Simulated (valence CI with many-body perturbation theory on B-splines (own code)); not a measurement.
Ag32+: fill in the table

Computed by valence CI with perturbative core correlation (CI+MBPT): five valence electrons over a frozen Dirac-Fock core [Ne], a basis of 9 s, 9 p, 8 d, 6 f, 3 g, 1 h functions for each j, with the one-electron correlation potential Σ1 (screened to all orders), the two-electron term Σ2, the three-electron term Σ3, Breit, model QED; selected single and double excitations, second order for the rest (own B-spline code, finite nucleus).

No measured spectrum was set against this ion. As an estimate, large intervals hold to a few tenths of a per cent, small ones and those within an open d or f shell to about a per cent. Among the levels kept, up to 600 cm⁻¹ of a level comes from second order outside the variational space, and about a tenth of that is noise between levels of different J, which matters for small intervals.

```
                             Level  E (cm⁻¹)
        (3s^2 3p1/2^2 3p3/2) J=3/2         0
        (3s^2 3p1/2 3p3/2^2) J=3/2         ?
        (3s^2 3p1/2 3p3/2^2) J=5/2    334410
        (3s^2 3p1/2 3p3/2^2) J=1/2    401500
              (3s^2 3p3/2^3) J=3/2    686440
        (3s 3p1/2^2 3p3/2^2) J=5/2    951190
        (3s^2 3p1/2^2 3d3/2) J=3/2    997790
        (3s 3p1/2^2 3p3/2^2) J=1/2         ?
        (3s 3p1/2^2 3p3/2^2) J=3/2   1123700
        (3s^2 3p1/2^2 3d5/2) J=5/2   1153000
          (3s 3p1/2 3p3/2^3) J=3/2   1267100
(3s^2 3p1/2 3p3/2 3d3/2) J=3/2 [a]         ?
(3s^2 3p1/2 3p3/2 3d3/2) J=5/2 [a]         ?
(3s^2 3p1/2 3p3/2 3d3/2) J=1/2 [a]   1297300
          (3s 3p1/2 3p3/2^3) J=5/2   1331100
    (3s^2 3p1/2 3p3/2 3d3/2) J=7/2   1341400
(3s^2 3p1/2 3p3/2 3d5/2) J=7/2 [a]         ?
    (3s^2 3p1/2 3p3/2 3d5/2) J=9/2   1424100
          (3s 3p1/2 3p3/2^3) J=1/2         ?
(3s^2 3p1/2 3p3/2 3d5/2) J=3/2 [a]   1445000
```

Levels are named by their leading jj configuration (3d3/2^4 stands for four electrons in 3d with j = 3/2), which in mixed levels can hold well under half, so a name can repeat and another be missing. Letters in brackets count levels of one name in rising energy.

(1) The levels stand in rising order. What does the calculation give for the missing energies?

Answers

(1) (3s^2 3p1/2 3p3/2^2) J=3/2 280530; (3s 3p1/2^2 3p3/2^2) J=1/2 1099500; (3s^2 3p1/2 3p3/2 3d3/2) J=3/2 [a] 1290200; (3s^2 3p1/2 3p3/2 3d3/2) J=5/2 [a] 1290300; (3s^2 3p1/2 3p3/2 3d5/2) J=7/2 [a] 1371400; (3s 3p1/2 3p3/2^3) J=1/2 1433200.
